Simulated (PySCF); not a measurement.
B⁺: excitation energy

B⁺ [He] 2s2 (1S) → B⁺ [He] 2s1 3s1 (3S), as a difference of total energies. Computed with PySCF 2.14 in dyall-acv3z (15s9p4d2f, 76 functions), with no relativity, point nucleus. Correlated levels: valence and next inner shell: nothing frozen; virtual orbitals above 40 to 60 times the deepest correlated orbital energy dropped. The calculations carry no spin-orbit coupling.

```
                                method  excitation energy (eV)
                                   UHF                  14.631
    MP2 (valence and next inner shell)                  15.606
SCS-MP2 (valence and next inner shell)                  15.868
   CCSD (valence and next inner shell)                  16.069
CCSD(T) (valence and next inner shell)                  16.080
```

How much does correlation contribute at CCSD(T) (valence and next inner shell)?

16.080 − (14.631) = 1.449 eV, measured against UHF.

Errors of the correlated levels include the incompleteness of this basis.

For comparison: 16.090 eV (measured; NIST levels).
